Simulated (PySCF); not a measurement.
Bond stretch in CF, doublet.

UCCSD = PySCF with CCSD on UHF/6-31G, 2 core orbitals frozen; ROKS-CAM-B3LYP = PySCF with restricted open-shell CAM-B3LYP/6-31G; ROKS-wB97X-V = restricted open-shell wB97X-V/6-31G run with PySCF 2.14.0; UCCSD(T) = CCSD(T) on UHF/6-31G, 2 core orbitals frozen in PySCF; UKS-B3LYP = unrestricted B3LYP/6-31G run with PySCF 2.14.0.

Energies are in kcal/mol, each relative to the lowest point of its own curve near equilibrium.

| R / Å | UCCSD | ROKS-CAM-B3LYP | ROKS-wB97X-V | UCCSD(T) | UKS-B3LYP |
|---|---|---|---|---|---|
| 0.95 | 183.8 | 170.0 | 175.1 | 185.1 | 173.2 |
| 1.02 | 103.9 | 93.4 | 97.0 | 105.0 | 96.1 |
| 1.08 | 60.3 | 52.2 | 54.9 | 61.2 | 54.5 |
| 1.14 | 32.1 | 26.3 | 28.1 | 32.8 | 28.1 |
| 1.19 | 16.9 | 12.9 | 14.1 | 17.5 | 14.3 |
| 1.22 | 10.7 | 7.6 | 8.5 | 11.1 | 8.7 |
| 1.27 | 3.8 | 2.2 | 2.6 | 4.0 | 2.8 |
| 1.32 | 0.3 | 0.1 | 0.2 | 0.4 | 0.2 |
| 1.33 | 0.0 | 0.0 | 0.0 | 0.0 | 0.0 |
| 1.41 | 0.3 | 2.1 | 1.8 | 0.0 | 1.4 |
| 1.47 | 3.2 | 6.2 | 5.7 | 2.6 | 4.9 |
| 1.56 | 10.3 | 14.9 | 14.2 | 9.3 | 12.6 |
| 1.73 | 27.4 | 35.1 | 34.5 | 26.4 | 31.1 |

At the longest distance, 1.73 Å, ROKS-CAM-B3LYP lies highest above its minimum (35.1 kcal/mol) and UCCSD(T) lowest (26.4 kcal/mol).

The scan ran from 0.95 to 5.11 Å; beyond the distances shown one of the unrestricted levels run for this scan, shown here or not, changes its spin distribution in one step. The unrestricted determinant behind UCCSD, UCCSD(T) is spin-contaminated at 1.73 Å (<S²> up to 0.9, against 0.75 for a pure doublet).
